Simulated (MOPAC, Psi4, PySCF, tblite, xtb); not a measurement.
Dimer CH4O ··· C2H6O (SMILES CO and COC) at R = 3.58 Å between the centres of mass, closest contact 1.93 Å (lowest of the rigid-body minima from ten starts at GFN2-xTB). Geometry in Å and degrees:

```
O
C 1 1.4092
H 2 1.0889 1 107.46
H 2 1.0983 3 109.04 1 120.94
H 2 1.0983 3 109.03 4 118.12
C 1 1.4092 2 112.51 3 -179.91
H 6 1.0889 1 107.47 2 180.00
H 6 1.0983 7 109.03 1 -120.94
H 6 1.0983 7 109.03 8 -118.12
H 1 1.9279 2 108.18 3 -58.44
O 10 0.9621 2 150.12 3 -56.29
C 11 1.4207 10 108.71 2 129.41
H 12 1.0890 11 106.79 10 179.99
H 12 1.0957 13 108.35 11 -121.03
H 12 1.0957 13 108.35 14 -117.94
```

- GFN2-xTB (tblite)
- SAPT0/jun-cc-pVDZ, frozen core (Psi4)
- PBE/def2-TZVP, counterpoise-corrected (Psi4)
- PBE-D3(BJ)/def2-TZVP, counterpoise-corrected (Psi4)
- HF/aug-cc-pVDZ, counterpoise-corrected (Psi4)
- MP2/aug-cc-pVDZ = DF-MP2/aug-cc-pVDZ, frozen core, counterpoise-corrected run with Psi4
- SCS-MP2/aug-cc-pVDZ = DF-SCS-MP2/aug-cc-pVDZ, frozen core, counterpoise-corrected run with Psi4
- PM3, restricted, heats of formation (MOPAC)
- AM1, restricted, heats of formation (MOPAC)
- GFN1-xTB (xtb)
- RKS-B3LYP/6-31G* = PySCF 2.14.0 with restricted B3LYP/6-31G*, spherical d, no counterpoise correction
- RMP2/3-21G = restricted MP2 (frozen core)/3-21G, no counterpoise correction (PySCF)
- RKS-B3LYP/LANL2DZ = restricted B3LYP/LANL2DZ, no counterpoise correction (PySCF)
- RKS-B3LYP/3-21G = PySCF 2.14.0 with restricted B3LYP/3-21G, no counterpoise correction

Task: What interaction energy does each level give?

Result: 
```tsv
method	E_int / kJ/mol
RMP2/3-21G	-45.81
RKS-B3LYP/3-21G	-45.37
RKS-B3LYP/LANL2DZ	-32.63
RKS-B3LYP/6-31G*	-27.90
PBE-D3(BJ)/def2-TZVP	-24.59
SAPT0/jun-cc-pVDZ	-24.54
MP2/aug-cc-pVDZ	-22.08
GFN2-xTB	-20.28
PBE/def2-TZVP	-19.72
SCS-MP2/aug-cc-pVDZ	-19.14
GFN1-xTB	-18.50
HF/aug-cc-pVDZ	-13.74
PM3	-7.85
AM1	-6.36
```
